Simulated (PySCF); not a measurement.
**Radial density of P⁺ (phosphorus, charge +1)**

UHF, [Ne] 3s2 3p1 4s1, high-spin 3P determinant (an excited configuration). All numbers are calculated (PySCF 2.14, the non-relativistic Hamiltonian (point nucleus), in aug-cc-pwCVTZ (8s7p5d3f, 75 functions)).

```
r (bohr)  4πr²ρ (e/bohr)  4πr²(ρα − ρβ)
 0.00136         0.04913         0.0000
 0.00229          0.1350         0.0001
 0.00386          0.3647         0.0002
 0.00649          0.9532         0.0005
  0.0109           2.363         0.0012
  0.0184           5.352         0.0026
  0.0309           10.43         0.0054
  0.0519           15.87         0.0099
  0.0873           16.39         0.0207
   0.147           11.49         0.0603
   0.247           12.76         0.1363
   0.416           15.69         0.0979
   0.699           6.766        -0.0005
    1.18           2.071         0.4374
    1.98           1.600         0.5441
    3.33          0.3938         0.2848
    5.60          0.2090         0.2083
    9.41        0.006012         0.0060
```

The outer electron is Rydberg-like, and this basis confines it to a smaller radius and binds it less than a complete one would.
